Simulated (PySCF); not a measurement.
Cyclo-(GeF2)3.
Bonds: Ge1–F2, Ge1–F3, Ge1–Ge4, Ge1–Ge7, Ge4–F5, Ge4–F6, Ge4–Ge7, Ge7–F8, Ge7–F9.

Method: PBE0-D3(BJ)/def2-SVP geometry optimisation, gas phase (PySCF 2.14.0).

Q: What internal coordinates does the optimisation give?

A: 
| bond | length (Å) |
| --- | --- |
| Ge1–F2 and 5 like bonds | 1.739 |
| Ge1–Ge4, Ge1–Ge7 | 2.885 |
| Ge4–Ge7 | 2.904 |

Bonds in one row agree within 0.01 Å and their mean is given. A selection of angles:
| angle | degrees |
| --- | --- |
| F2–Ge1–F3 | 100.4 |
| F2–Ge1–Ge4 | 127.2 |
| F2–Ge1–Ge7 | 100.1 |
| F3–Ge1–Ge4 | 130.0 |
| F3–Ge1–Ge7 | 101.0 |
| Ge4–Ge1–Ge7 | 60.4 |

Torsions: F2–Ge1–Ge4–F5 153° (antiperiplanar); F2–Ge1–Ge7–Ge4 127° (anticlinal).

The Ge–Ge distances run from 2.881 Å (Ge1–Ge4) to 2.904 Å (Ge4–Ge7), a spread of 0.023 Å. Ge1 (germanium bonded to 2 F and 2 Ge) has angles from 60.4° to 130.0°. All 6 F–Ge bonds measure 1.738 to 1.739 Å.

No PBE0-D3(BJ)/def2-SVP frequencies stand behind this structure, so it isn't proved a minimum. One conformer, not necessarily the lowest.

The run took 6.2 min wall on Arm Neoverse V2, one thread, shared host with 192 logical CPUs at a one-minute load of 37, and the process peaked at 1.1 GiB of memory. This is the geometry optimisation.
